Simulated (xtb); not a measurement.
A run for xtb: GFN1-xTB on CH7BrSi (a complex).

```
$ xtb mol.xyz --gfn 1 --sp --chrg 0 --uhf 0
10

Si    -0.04432004    -0.30236445     0.09889973
H      0.63094637    -1.58136618     0.40109722
H     -1.41016514    -0.30164949     0.66879936
H     -0.13677425    -0.12743474    -1.37007421
H      0.72520626     0.82593718     0.66896563
C     -0.87322706     1.25997120     3.61939676
Br     0.03570280    -0.45195595     3.89079994
H     -0.19723431     1.90459817     3.06910612
H     -1.10171808     1.66868544     4.59726121
H     -1.77573576     1.06369385     3.05167291
```

The log:

```
[...]
           -------------------------------------------------
          |                Calculation Setup                |
           -------------------------------------------------



molecular fragmentation (1/2 indicates fragments):
1111122222
# atoms in fragment 1/2:     5     5
 fragment masses (1/2) :       32.12       94.94
CMA distance (Bohr)    :   7.089
constraining FC (au)   :  0.0500

           -------------------------------------------------
          |                 G F N 1 - x T B                 |
           -------------------------------------------------

        Reference                      10.1021/acs.jctc.7b00118
      * Hamiltonian:
        H0-scaling (s, p, d)           1.850000    2.250000    2.000000
        zeta-weighting                 0.000000
      * Dispersion:
        s8                             2.400000
        a1                             0.630000
        a2                             5.000000
        s9                             0.000000
      * Repulsion:
        kExp                           1.500000
        rExp                           1.000000
      * Coulomb:
        alpha                          2.000000
        third order                    atomic
        anisotropic                    false
      * Halogen bond correction:
        rad-scale                      1.300000
        damping                        0.440000


          ...................................................
          :                      SETUP                      :
          :.................................................:
          :  # basis functions                  38          :
          :  # atomic orbitals                  36          :
          :  # shells                           22          :
          :  # electrons                        22          :
          :  # halogen bonds                     0          :
          :  max. iterations                   250          :
          :  Hamiltonian                  GFN1-xTB          :
          :  restarted?                      false          :
          :  GBSA solvation                  false          :
          :  PC potential                    false          :
          :  electronic temp.          300.0000000     K    :
          :  accuracy                    1.0000000          :
          :  -> integral cutoff          0.2500000E+02      :
          :  -> integral neglect         0.1000000E-07      :
          :  -> SCF convergence          0.1000000E-05 Eh   :
          :  -> wf. convergence          0.2000000E-04 e    :
          :  Broyden damping             0.4000000          :
          :  net charge                          0          :
          :  unpaired electrons                  0          :
          ...................................................

 iter      E             dE          RMSdq      gap      omega  full diag
   1    -11.6331657 -0.116332E+02  0.581E+00    3.21       0.0  T
   2    -11.6918959 -0.587302E-01  0.299E+00    5.31       1.0  T
   3    -11.6948093 -0.291338E-02  0.172E+00    4.66       1.0  T
   4    -11.7047369 -0.992764E-02  0.498E-01    4.94       1.0  T
   5    -11.7054481 -0.711257E-03  0.651E-02    5.01       1.0  T
   6    -11.7054832 -0.350877E-04  0.170E-02    5.00       1.9  T
   7    -11.7054856 -0.240885E-05  0.570E-03    5.00       5.5  T
   8    -11.7054858 -0.200863E-06  0.995E-04    5.00      31.8  T
   9    -11.7054859 -0.450020E-08  0.427E-04    5.00      74.1  T
  10    -11.7054859 -0.126292E-08  0.178E-05    5.00    1773.1  T
  11    -11.7054859 -0.150457E-11  0.365E-06    5.00    8666.9  T

   *** convergence criteria satisfied after 11 iterations ***

         #    Occupation            Energy/Eh            Energy/eV
      -------------------------------------------------------------
         1        2.0000           -0.7158061             -19.4781
       ...           ...                  ...                  ...
         5        2.0000           -0.5442686             -14.8103
         6        2.0000           -0.5069859             -13.7958
         7        2.0000           -0.4746625             -12.9162
         8        2.0000           -0.4744426             -12.9102
         9        2.0000           -0.4736923             -12.8898
        10        2.0000           -0.4380724             -11.9206
        11        2.0000           -0.4364936             -11.8776 (HOMO)
        12                         -0.2527017              -6.8764 (LUMO)
        13                         -0.2002755              -5.4498
        14                         -0.1986580              -5.4058
        15                         -0.1920589              -5.2262
        16                         -0.1425142              -3.8780
       ...                                ...                  ...
        36                          1.2931977              35.1897
      -------------------------------------------------------------
                  HL-Gap            0.1837918 Eh            5.0012 eV
             Fermi-level           -0.3445976 Eh           -9.3770 eV

 SCC (total)                   0 d,  0 h,  0 min,  0.008 sec
 SCC setup                      ...        0 min,  0.000 sec (  1.351%)
 Dispersion                     ...        0 min,  0.000 sec (  0.420%)
 classical contributions        ...        0 min,  0.000 sec (  0.193%)
 integral evaluation            ...        0 min,  0.002 sec ( 23.640%)
 iterations                     ...        0 min,  0.003 sec ( 32.300%)
 molecular gradient             ...        0 min,  0.003 sec ( 40.846%)
 printout                       ...        0 min,  0.000 sec (  1.168%)

         :::::::::::::::::::::::::::::::::::::::::::::::::::::
         ::                     SUMMARY                     ::
         :::::::::::::::::::::::::::::::::::::::::::::::::::::
         :: total energy             -11.618079375720 Eh    ::
         :: gradient norm              0.021718261513 Eh/a0 ::
         :: HOMO-LUMO gap              5.001230273436 eV    ::
         ::.................................................::
         :: SCC energy               -11.705485852467 Eh    ::
         :: -> electrostatic           0.007010736078 Eh    ::
         :: repulsion energy           0.090343550950 Eh    ::
         :: dispersion energy         -0.002937074203 Eh    ::
         :: halogen bond corr.         0.000000000000 Eh    ::
         :: add. restraining           0.000000000000 Eh    ::
         :: total charge              -0.000000000000 e     ::
         :::::::::::::::::::::::::::::::::::::::::::::::::::::

           -------------------------------------------------
          |                Property Printout                |
           -------------------------------------------------

    * Orbital Energies and Occupations

         #    Occupation            Energy/Eh            Energy/eV
      -------------------------------------------------------------
         1        2.0000           -0.7158061             -19.4781
         2        2.0000           -0.6421866             -17.4748
         3        2.0000           -0.6389872             -17.3877
         4        2.0000           -0.5448007             -14.8248
         5        2.0000           -0.5442686             -14.8103
         6        2.0000           -0.5069859             -13.7958
         7        2.0000           -0.4746625             -12.9162
         8        2.0000           -0.4744426             -12.9102
         9        2.0000           -0.4736923             -12.8898
        10        2.0000           -0.4380724             -11.9206
        11        2.0000           -0.4364936             -11.8776 (HOMO)
Note: The following floating-point exceptions are signalling: IEEE_DENORMAL
normal termination of xtb
        12                         -0.2527017              -6.8764 (LUMO)
        13                         -0.2002755              -5.4498
        14                         -0.1986580              -5.4058
        15                         -0.1920589              -5.2262
        16                         -0.1425142              -3.8780
        17                         -0.1324046              -3.6029
        18                         -0.1171990              -3.1891
        19                         -0.0979740              -2.6660
        20                         -0.0945442              -2.5727
        21                         -0.0944103              -2.5690
        22                         -0.0859370              -2.3385
       ...                                ...                  ...
        36                          1.2931977              35.1897
      -------------------------------------------------------------
                  HL-Gap            0.1837918 Eh            5.0012 eV
             Fermi-level           -0.3445976 Eh           -9.3770 eV

  Mulliken/CM5 charges         n(s)   n(p)   n(d)
     1Si    0.25087 -0.07336   1.331  1.978  0.440
     2H    -0.06827  0.01290   1.068  0.000  0.000
     3H    -0.07502  0.00590   1.075  0.000  0.000
     4H    -0.07235  0.00773   1.072  0.000  0.000
     5H    -0.07500  0.00593   1.075  0.000  0.000
     6C    -0.00492 -0.16259   1.033  2.972  0.000
     7Br   -0.07036 -0.06659   1.954  5.125 -0.009
     8H     0.03891  0.09070   0.961  0.000  0.000
     9H     0.03719  0.08864   0.963  0.000  0.000
    10H     0.03894  0.09074   0.961  0.000  0.000

Wiberg/Mayer (AO) data.
largest (>0.10) Wiberg bond orders for each atom

 ---------------------------------------------------------------------------
     #   Z sym  total        # sym  WBO       # sym  WBO       # sym  WBO
 ---------------------------------------------------------------------------
     1  14 Si   3.842 --     2 H    0.940     5 H    0.940     3 H    0.940
                             4 H    0.939
     2   1 H    0.990 --     1 Si   0.940
     3   1 H    0.990 --     1 Si   0.940
     4   1 H    0.989 --     1 Si   0.939
     5   1 H    0.990 --     1 Si   0.940
     6   6 C    3.972 --     9 H    0.997     8 H    0.996    10 H    0.995
                             7 Br   0.977
     7  35 Br   1.073 --     6 C    0.977
     8   1 H    1.012 --     6 C    0.996
     9   1 H    1.011 --     6 C    0.997
    10   1 H    1.012 --     6 C    0.995
 ---------------------------------------------------------------------------

Topologies differ in total number of bonds
Writing topology from bond orders to xtbtopo.mol

 dipole moment from electron density (au)
     X       Y       Z
  -0.3355   0.6324   0.0975  total (Debye):    1.836


           -------------------------------------------------
          | TOTAL ENERGY              -11.618079375720 Eh   |
          | GRADIENT NORM               0.021718261513 Eh/α |
          | HOMO-LUMO GAP               5.001230273436 eV   |
           -------------------------------------------------

------------------------------------------------------------------------
------------------------------------------------------------------------
 total:
 SCF:
```

The run finished.

Cost: around 0.020 core-seconds (rough).
